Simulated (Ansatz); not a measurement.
Geometry optimisation, RKS PBE/def2-SVP in Ansatz 0.2.0.

Input:

```yaml
crystal:
  periodic: [false, false, false]
  atoms:
    - { symbol: O, position_ang: [0.2789, -1.9101, 0.0113] }
    - { symbol: C, position_ang: [0.9832, -0.9944, 0.501] }
    - { symbol: O, position_ang: [0.6457, 0.3687, 0.4078] }
    - { symbol: Al, position_ang: [1.55165, 1.74219, 1.09077] }
    - { symbol: H, position_ang: [1.8951, -1.3066, 0.9874] }
    - { symbol: H, position_ang: [1.10419, 3.28334, 0.90624] }
    - { symbol: H, position_ang: [2.96645, 1.46412, 1.85246] }
basis:
  gaussian: { orbitals: def2-SVP }
hamiltonian:
  xc: pbe
relax:
  f_tol: 0.015
  max_steps: 40
```

Run as:

```bash
$ ansatz run input.yaml --threads 1 --pin off --max-ram 2048MiB --backend cpu --events-out ev --progress --plain --runs-dir out
```

Q: Where does it end, and by what steps?

A: The run converged. After 8 steps the energy has fallen by 0.336 eV; H6 moved furthest, 0.23 Å.

```tsv
step	energy less start (eV)	largest force component (eV/Å)	accepted
0	0.0000	3.711	yes
1	-0.2355	2.071	yes
2	-0.2704	1.657	yes
3	-0.3011	1.078	yes
4	-0.3277	0.523	yes
5	-0.3348	0.262	yes
6	-0.3362	0.033	yes
7	-0.3363	0.077	yes
8	-0.3364	0.014	yes
```

```xyz
7
Properties=species:S:1:pos:R:3
O 0.193 -1.767 -0.025
C 0.956 -0.984 0.480
O 0.770 0.353 0.485
Al 1.643 1.738 1.110
H 1.907 -1.299 1.001
H 0.948 3.132 0.818
H 3.009 1.475 1.888
```

The run took 20 s on 1 thread of Arm Neoverse V1, on a shared host, peak memory 0.14 GiB.
